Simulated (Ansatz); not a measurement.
C3H7FOSi can be A, `C/C([SiH3])=C(/O)F`, or B, `CC(C)O[Si]F`.

Isolated molecules relaxed with PBE0-D4/def2-TZVP in Ansatz; ΔE leaves out vibrations. CBS: MP2 limit from def2 TZ/QZ plus the TZ coupled-cluster correction, frozen cores. Functionals use def2-TZVPP. B3LYP here is the variant with VWN-RPA as its local correlation; programs differ in this. One conformer a species, not always the lowest.

(1) Which isomer does CCSD(T)/CBS put lower? Give the gap. (An estimate is asked.)

(2) Give E(B) − E(A) in kJ/mol with B3LYP, PBE0-D4, B3LYP-D4, ωB97M-V, CCSD/def2-TZVPP, PBE-D4, CCSD(T)/def2-TZVPP. (Best estimate.)

Largest T1 diagnostic: 0.013.

## Answers

(1) Ansatz gave: B, by 297.3 kJ/mol.

(2) The calculation gave: B3LYP -288.0, PBE0-D4 -268.2, B3LYP-D4 -287.4, ωB97M-V -296.1, CCSD/def2-TZVPP -297.7, PBE-D4 -263.8, CCSD(T)/def2-TZVPP -292.2. None reverses the order clearly.

From PBE to PBE0 (25 % exact exchange), in def2-TZVPP and without D4, E(B) − E(A) moves by −4.3 kJ/mol.
